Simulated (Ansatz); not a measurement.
# A correction line for BHLYP-D4/def2-TZVPP: atomisation energy

The atomisation energy (no zero-point term) in kJ/mol of 7 molecular compounds of Si: x at BHLYP-D4/def2-TZVPP, y at CCSD(T)/CBS estimate. Shapes, held fixed at every level: PBE0-D4/def2-TZVP. Flexible molecules stand in one conformer, not always the lowest. Programs: Ansatz 0.2.0.

| molecule | x (kJ/mol) | y (kJ/mol) |
| --- | --- | --- |
| Si(NH2)(SH) | 1869 | 1937 |
| Si2H4O2 (SMILES O[Si]O[SiH3]) | 2809 | 2923 |
| CH5NOSi (SMILES CO[Si]N) | 3236 | 3351 |
| Si3NH6F (SMILES F[Si]N([SiH3])[SiH3]) | 3614 | 3697 |
| C2H6O2Si (SMILES CO[Si]OC) | 4132 | ? |
| C3H9NSi (SMILES CC(C)[Si]N) | 5143 | 5261 |
| C4H9ClOSi (SMILES CC(C)(C)O[Si]Cl) | 6155 | 6325 |

Fit y = c + s·x to the known rows and predict y for C2H6O2Si.


1. Means of the 6 rows: x = 3804.33, y = 3915.7.
2. Σ(Δx)² = 12413095, Σ(Δx·Δy) = 12644445, so the slope is 12644445/12413095 = 1.0186.
3. Intercept: 3915.7 − (1.0186) × 3804.33 = 40.6. The largest residual of the fit is 25.
4. C2H6O2Si: 40.6 + 1.0186 × 4132 = 4249 kJ/mol.

CCSD(T)/CBS estimate gives 4280 kJ/mol, so the prediction is off by -31 kJ/mol, about the largest residual. Uncorrected, BHLYP-D4/def2-TZVPP misses it by -148 kJ/mol, and the other rows by 111 on average. The line removes about 80 % of this miss. Left out in turn, the other rows are missed by 26 kJ/mol on average, so much of the error is systematic among these molecules. The CBS estimate extrapolates MP2 from def2-TZVPP and def2-QZVPP and adds CCSD(T) − MP2 in the triple-zeta set, cores frozen.
